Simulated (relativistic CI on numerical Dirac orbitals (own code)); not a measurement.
## What each ingredient does to the levels of B+

Base calculation: Dirac-Coulomb-Breit CI, orbitals from a KLI potential per configuration, QED by a radiative potential, valence Slater integrals scaled by 0.85, P86 correlation energy added to each configuration.

Configurations in the expansion (outside the closed core 1s2): 2s2, 2s 2p, 2p2, 2s 3s, 2s 3p, 2s 3d, 2p 3s, 2p 3p, 2s 4s, 2s 4p, 2s 4d, 2s 4f, 2s 5s, 2s 5p, 2s 5d, 2s 5f, 2s 5g, 3s2, 3s 3p, 3p2. Levels of other configurations are missing.

Variants: (1) valence Slater integrals scaled by 0.75; (2) no correlation estimate; (3) configuration mixing switched off. Shifts of the energy above 2s2 1S_0, in cm⁻¹, for the lowest level and the first level of each name with at least 55 % of one term (blank where a level changes its place among those of its configuration and J or its character, or is not in the variant):

```tsv
Level	Base	Δ(1)	Δ(2)	Δ(3)	Measured
2s2 1S_0	0.0	0.0	0.0	0.0	0.0
2s 2p 3P°_0	37400.7	-619.1	-543.0	-9003.2	37335.5
2s 2p 3P°_1	37405.6	-619.1	-543.0	-9002.9	37341.7
2s 2p 3P°_2	37419.7	-619.2	-543.0	-9002.4	37357.8
2s 2p 1P°_1	75748.3	-5175.5	-570.9	-8150.0	73396.5
2p2 3P_0	99743.0	-1158.2	-1198.9	-9028.9	98911.4
2p2 3P_1	99750.7	-1158.2	-1199.0	-9028.8	98919.9
2p2 3P_2	99761.7	-1158.3	-1199.0	-9028.5	98933.3
2p2 1D_2	106203.9	-1540.9	-1345.2	-5166.1	102362.8
2s 3s 3S_1	129420.1	-1387.6	-2880.7	-8112.6	129773.2
2p2 1S_0	131066.8	-4604.8	+3038.7	-14556.4	127661.2
2s 3s 1S_0	136228.9	-3043.9	-7106.0	-8809.6	
2s 3p 3P°_0	144051.2	-1679.1	-3241.1	-8846.6	143989.3
2s 3p 3P°_1	144052.5	-1679.1	-3241.1	-8846.7	143993.5
```

Correlation outside the listed configurations is missing or only estimated: errors of thousands of cm⁻¹ between configurations and terms are usual at this charge. Rates and lifetimes follow the computed energies and can be off by large factors. The fine structure of a lone outer electron comes out too small, for d and f at times inverted, and misplaced configurations move strength between like terms. 18 of the 18 excited levels that our extract of the measured tables holds in this range could be paired (the sources list more); they are missed by 803 cm⁻¹ on average and 3841 at most, and levels without a partner can miss by more.

Measured levels: NIST Handbook of Basic Atomic Spectroscopic Data (Sansonetti and Martin, J. Phys. Chem. Ref. Data 34, 1559 (2005)).

Ionisation energy from the two ground configurations alone: base 24.3 eV; no correlation estimate 23.44 eV. The NIST ASD value (measured) is 25.1548 eV. The gap of more than 2 % comes from missing correlation.

LS names give the leading component of a level, which can be under half, so a name can repeat, a term be missing and a line seem to break the LS rules.
